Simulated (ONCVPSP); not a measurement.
Scattering properties, ONCV potential for Sr (Z = 38)

ONCVPSP 4.0.1 input, shortened (lines: element, Z, core and valence counts, functional; n l f; lmax; l rc ep ncon nbas qcut; lloc lpopt rc5 dvloc0; l nproj debl; icmod fcfact rcfact), PBEsol, scalar-relativistic:

```
  Sr 38.00    8    1  -116133      upf
    1    0    2.00
    2    0    2.00
    2    1    6.00
    3    0    2.00
    3    1    6.00
    3    2   10.00
    4    0    2.00
    4    1    6.00
    5    0    0.50
    2
    0    3.20    0.00    4    8    1.80
    1    3.10    0.04    3    7    2.70
    2    2.65    0.38    4    7    4.00
    4    2    2.45    0.00
    0    2    1.20
    1    2    2.50
    2    3    1.00
    0    0.00    0.00
```

In the p channel the program set the typed energies aside and used 0.050, 2.550 Ha. In the d channel the program set the typed energies aside and used -0.364, 0.636, 1.636 Ha.

The phase is arctan(r·R′/R) of the radial function R(r), unwrapped; energies in Ha, scanned from -2 to 5 Ha. A pole is an energy at which the radial function vanishes at the test radius. The pseudo phase is shifted by a multiple of π to meet the all-electron one at the reference energy, and phase errors are pseudo minus all-electron; the curves can meet again beyond the range given. Levels narrower than the energy grid can be missing from the lists of poles.

| channel | radius (bohr) | reference energy (Ha) | poles, all-electron | poles, pseudo | unbroken range about the reference energy with phases within 0.05 rad | phase error 1 Ha above the reference energy (rad) |
| --- | --- | --- | --- | --- | --- | --- |
| s | 3.26 | -0.40 | -1.86, 0.46, 3.49 | 0.45, 1.01, 3.41 | -1.7 to 1.0 | -0.001 |
| p | 3.14 | 0.05 | -1.16, 1.07, 4.43 | 0.97, 2.91 | -0.2 to 1.8 | -0.024 |
| d | 2.69 | -0.36 | 0.10, 3.10 | 0.10, 3.10 | below 4.7 | +0.000 |

Note: no bound ghost flagged; GHOST(+) flagged for s at 27.2 eV, p at 79.3 eV.

Phases in the s channel:

```
E (Ha)  all-electron   pseudo
 -1.98         1.284   -1.798
 -1.80        -1.743   -1.819
 -1.62        -1.819   -1.845
 -1.44        -1.864   -1.881
 -1.26        -1.919   -1.932
 -1.08        -2.000   -2.012
 -0.90        -2.144   -2.155
 -0.72        -2.458   -2.468
 -0.54        -3.212   -3.216
 -0.36        -4.021   -4.021
 -0.18        -4.370   -4.371
  0.00        -4.528   -4.531
  0.18        -4.620   -4.622
  0.36        -4.683   -4.685
  0.54        -4.734   -4.736
  0.72        -4.782   -4.782
  0.90        -4.834   -4.836
  1.08        -4.899   -8.010
  1.26        -5.002   -8.096
  1.44        -5.213   -8.229
  1.62        -5.845   -8.526
  1.80        -6.993   -9.377
  1.98        -7.435  -10.293
  2.16        -7.596  -10.616
  2.34        -7.677  -10.753
  2.52        -7.728  -10.828
  2.70        -7.763  -10.878
  2.88        -7.790  -10.914
  3.06        -7.812  -10.944
  3.24        -7.831  -10.971
  3.42        -7.848  -10.998
  3.60        -7.864  -11.027
  3.78        -7.881  -11.064
  3.96        -7.898  -11.122
  4.14        -7.918  -11.244
  4.32        -7.941  -11.766
  4.50        -7.971  -13.542
  4.68        -8.012  -13.885
  4.86        -8.079  -13.983
```
